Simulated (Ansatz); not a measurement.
A nudged elastic band was laid between two geometries of CH₅NO₂SSi (11 atoms, charge 0, multiplicity 1).

Theory: RKS B3LYP/cc-pVDZ in Ansatz.

```
movable images  : 7
climbing image  : yes
spring          : 5.0 eV/Å²
optimiser       : quadratic models (default)
start path      : through a guess of the saddle point
force threshold : 0.03 eV/Å
iteration limit : 45
end points      : relaxed
```

Initial state:

```xyz
11
Properties=species:S:1:pos:R:3
N -0.087 -1.552 -1.524
Si 0.163 -0.569 -0.154
O 1.564 -1.114 0.561
O -1.143 -0.048 0.776
C -0.450 1.133 0.108
S 0.448 2.249 1.215
H -1.020 -1.683 -1.899
H 0.510 -2.360 -1.672
H 1.850 -0.568 1.309
H -1.146 1.664 -0.553
H -0.626 2.792 1.854
```

Final state:

```xyz
11
Properties=species:S:1:pos:R:3
N -0.185 -1.721 -1.358
Si 0.142 -0.613 -0.104
O 1.556 -1.129 0.603
O -1.149 -0.048 0.816
C -0.455 1.107 0.108
S 0.464 2.249 1.168
H -0.990 -1.593 -1.962
H 0.583 -2.191 -1.827
H 1.854 -0.558 1.326
H -1.157 1.623 -0.559
H -0.597 2.817 1.809
```

Question: What changes between the two ends?

Answer: No bond is made or broken. The height of N1 over the plane of its neighbours goes from -0.19 to 0.18 Å.

Question: What energy profile does the band end with?

Answer: The forces met the threshold. The highest image is number 3 of 0 to 8, 0.1 kcal/mol above the first end and 0.1 kcal/mol above the last; the last end lies 0.0 kcal/mol below the first. The top lies less than 8 meV above the higher end, about what the thresholds resolve: that end is a shoulder or a very shallow well. A vibrational analysis at the climbing image gives one clearly imaginary mode, 189i cm⁻¹: a first-order saddle point.

```csv
image,path coordinate (Å),energy (kcal/mol),height of N1 over the plane of its neighbours (Å)
0,0.00,0.0,-0.19
1,0.06,0.0,-0.14
2,0.13,0.1,-0.08
3,0.19,0.1,-0.01
4,0.24,0.0,0.04
5,0.29,0.0,0.09
6,0.34,0.0,0.14
7,0.39,0.0,0.17
8,0.44,0.0,0.18
```

Question: What is the geometry of the highest image?

Answer: 
```xyz
11
Properties=species:S:1:pos:R:3
N -0.138 -1.631 -1.437
Si 0.148 -0.588 -0.128
O 1.559 -1.117 0.579
O -1.151 -0.042 0.794
C -0.450 1.126 0.111
S 0.458 2.249 1.202
H -1.014 -1.663 -1.943
H 0.554 -2.297 -1.756
H 1.859 -0.548 1.304
H -1.149 1.653 -0.550
H -0.610 2.801 1.844
```

Run time: 5.2 min on 2 threads of Arm Neoverse V1 (shared host), peak memory 0.3 GiB.
